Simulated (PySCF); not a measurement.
Compound: C9H9N.
Numbering: `[CH2:1]=[C:2]=[C:3]([CH3:4])[c:5]1[cH:6][cH:7][n:8][cH:9][cH:10]1` (hydrogens: H11, H12 on C1; H13, H14, H15 on C4; H16 on C6; H17 on C7; H18 on C9; H19 on C10)

Computed with PySCF at PBE0/pcSseg-1, non-relativistic, on one gas-phase PBE0-D3(BJ)/def2-SVP geometry that isn't relaxed in the solvent. The solvent is an IEF-PCM continuum (cavity from Bondi-type radii × 1.2). Only the electrostatic response of the medium enters.

Gas phase at PBE0/pcSseg-1: HOMO -6.98 eV, LUMO -1.36 eV, dipole 3.00 D.

Task: What does the continuum do to the energy, the frontier levels and the dipole at PBE0/pcSseg-1 in benzene and acetonitrile?

Result: 
```
     solvent      ε  E(solvent) − E(gas) (kcal/mol)  polarisation term (kcal/mol)  distortion of the solute (kcal/mol)  HOMO (eV)  LUMO (eV)  dipole (D)
     benzene  2.271                           -2.61                         -2.81                                 0.20      -6.94      -1.36        3.46
acetonitrile  35.69                           -5.90                         -6.95                                 1.05      -6.95      -1.41        4.02
```

The polarisation term is half the interaction of the solute with the surface charges that it induces; the rest is the cost of distorting the solute's density. The sum is the electrostatic part of solvation alone. From benzene to acetonitrile the lowering changes by a factor 2.26, Onsager's factor (ε − 1)/(2ε + 1) by 2.09 and ε itself by 15.7.

Task: Which radius a makes the point-dipole formula ΔE = −[(ε − 1)/(2ε + 1)]·μ²/a³ give the value in acetonitrile, with the gas-phase dipole?

Result: μ = 1.180 au and |ΔE| = 0.00940 Eh give a = 2.19 Å; the farthest nucleus lies 3.88 Å from the centroid of the nuclei, so such a sphere wouldn't even hold the nuclei. The formula assumes a rigid point dipole at the centre of a sphere.

Task: Which Hirshfeld charges (PBE0/pcSseg-1) respond most in acetonitrile (means over atoms taken as equivalent)?

Result: 
| atoms | environment | gas (e) | solvent (e) | change |
| --- | --- | --- | --- | --- |
| N8 | pyridine-type nitrogen | -0.170 | -0.206 | -0.036 |
| H16/H19 | aromatic hydrogen | +0.047 | +0.056 | +0.009 |
| H11/H12 | hydrogen on carbon | +0.061 | +0.070 | +0.009 |
| C7/C9 | aromatic CH next to a ring nitrogen | +0.013 | +0.006 | -0.007 |
| C3 | outer carbon of cumulated double bonds | -0.006 | -0.012 | -0.006 |
| H17/H18 | aromatic hydrogen | +0.051 | +0.056 | +0.005 |
| C2 | central carbon of cumulated double bonds | +0.012 | +0.007 | -0.005 |
| H13/H14/H15 | methyl hydrogen | +0.047 | +0.051 | +0.004 |

Task: Which Mayer bond orders change most in acetonitrile?

Result: 
```tsv
bond	length (Å)	gas	solvent	change
C6–C7	1.389	1.434	1.454	+0.020
C9–C10	1.395	1.396	1.415	+0.019
N8–C9	1.328	1.496	1.478	-0.018
C7–N8	1.334	1.456	1.441	-0.015
C2–C3	1.320	1.732	1.718	-0.014
C5–C6	1.403	1.386	1.375	-0.011
C3–C4	1.506	1.111	1.120	+0.009
C7–H17	1.096	0.965	0.959	-0.006
```

Task: How do the nuclear quadrupole coupling constants eQVzz/h respond in acetonitrile?

Result: 
```json
{"nucleus": "14N at N8", "Q (barn)": "0.02044", "gas (MHz)": "-5.36", "solvent (MHz)": "-5.11", "η gas": "0.35", "η solvent": "0.32"}
```

The run took about 1.9 min of CPU time (one thread, shared machine). This is the whole shielding run at PBE0/pcSseg-1 in acetonitrile, SCF included.

Shape of the structure used: `[CH2:1]=[C:2]=[C:3]([CH3:4])[c:5]1[cH:6][cH:7][n:8][cH:9][cH:10]1`: C2–C3–C5–C6 0°.
